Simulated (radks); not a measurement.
Values are calculated unless marked as measured or tabulated.
Coulomb parameter of the 4f shell of the dysprosium ion Dy+ in the model configuration [Xe] 4f9.5 6s1.5, as a second difference U = [E(n + 0.5) + E(n - 0.5) - 2 E(n)] / (0.5)^2 with all orbitals relaxed. "Bare": the charge of the atom changes with n. "Screened": the 6s shell takes up the change at fixed total charge, which measures U(4f,4f) + U(6s,6s) - 2 U(4f,6s). Code: a radial shooting solver on a logarithmic mesh with Libxc functionals. Model: Dirac Kohn-Sham, LDA (Slater exchange, Perdew-Wang correlation), spin-unpolarised, spherical densities, finite nucleus; open shells are shared between the two j in proportion to 2j + 1; Fermi nuclear charge, rms radius 5.2218 fm.

case,configuration,E - E(n) (eV)
start,[Xe] 4f9.5 6s1.5,0.000
bare +0.5,[Xe] 4f10 6s1.5,-5.001
bare -0.5,[Xe] 4f9 6s1.5,8.922
screened +0.5,[Xe] 4f10 6s1,-1.124
screened -0.5,[Xe] 4f9 6s2,2.829

U(bare) = 15.684 eV, U(screened by 6s) = 6.822 eV.
